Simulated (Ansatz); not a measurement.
Input file for Ansatz (a quantum-chemistry and plane-wave program): U-wB97X-V/def2-TZVPP on CH3N (SMILES C[N]), 2S+1 = 3, a spin state set in the input, which need not be the lowest, at the other state's geometry.

Ansatz 0.2 input:
```yaml
crystal:
  periodic: [false, false, false]
  atoms:
    - {symbol: C, position_ang: [-0.53329543, 0.06063922, 0.04042153]}
    - {symbol: N, position_ang: [0.85402072, -0.09710781, -0.06473114]}
    - {symbol: H, position_ang: [-0.87228028, -0.09288356, 1.07789668]}
    - {symbol: H, position_ang: [-0.84183915, 1.07256138, -0.26885017]}
    - {symbol: H, position_ang: [-1.06425307, -0.66375846, -0.59845768]}
basis:
  gaussian:
    orbitals: def2-TZVPP
hamiltonian:
  xc: {name: wB97X-V}
magnetization: {spin_polarized: true, initial_magnetization: 2}
```

Problem. Predict the final total energy.

Solution. -94.5521 hartree.
